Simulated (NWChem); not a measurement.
System: C2H5ClOSi; SMILES Cl[SiH]1COC1

```xyz
10

Cl    -0.2025     2.0714     0.0000
Si     0.5031     0.1094     0.0000
C     -0.2223    -1.2175    -1.1454
O     -0.1390    -2.1174     0.0000
C     -0.2223    -1.2175     1.1454
H      1.9854     0.1807     0.0000
H      0.3602    -1.6213    -1.9779
H     -1.2628    -1.0669    -1.4658
H     -1.2628    -1.0669     1.4658
H      0.3602    -1.6213     1.9779
```
Atoms are numbered in this order, from 1.

Program: NWChem. Medium grid unless said otherwise, to which SCAN and Minnesota functionals are sensitive. Coordinates come from a B3LYP/6-31G* (spherical d) optimisation. B3LYP is NWChem's, with the RPA form of VWN correlation.

Problem. Among these, which level gives the highest value of “orbital gap (eV)”?
A) PBE/def2-TZVP
B) CAM-B3LYP/def2-TZVP
C) PW6B95/def2-TZVP
D) B3LYP/def2-TZVP

Solution. B, CAM-B3LYP/def2-TZVP. Values: PBE/def2-TZVP 5.39; B3LYP/def2-TZVP 7.25; PW6B95/def2-TZVP 7.81; CAM-B3LYP/def2-TZVP 10.06
